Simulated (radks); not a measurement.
The numbers below are computed, except where a source is named.
The mean radii <r> (bohr) of the occupied orbitals of an atom or ion are listed with their occupations. Level of theory: Dirac Kohn-Sham, PBE, spin-unpolarised, spherical densities, finite nucleus; Fermi nuclear charge, rms radius of each element as measured or else 0.836 A^(1/3) + 0.57 fm (a radial shooting solver on a logarithmic mesh with Libxc functionals).

orbital  occ.      <r>
1s1/2       2  0.04550
2s1/2       2   0.2025
2p1/2       2   0.1747
2p3/2       4   0.1783
3s1/2       2   0.5981
3p1/2       2   0.6099
3p3/2       4   0.6205
3d3/2       4   0.6747
3d5/2       6   0.6794
4s1/2       2    1.877
4p1/2       2    2.292

Name the element and its charge. Open shells, if any, fill j = l - 1/2 first.

Answer. Z = 33, arsenic, charge +1: As+ in [Ar] 3d10 4s2 4p2. The 1s radius gives Z: for a bare nucleus <r> = (2 gamma + 1)/(2Z) with gamma = sqrt(1 - (Z/c)^2), 0.04456 bohr for Z = 33, and screening makes it slightly larger (0.04550 here). The occupations add up to 32, and the charge is Z minus that.
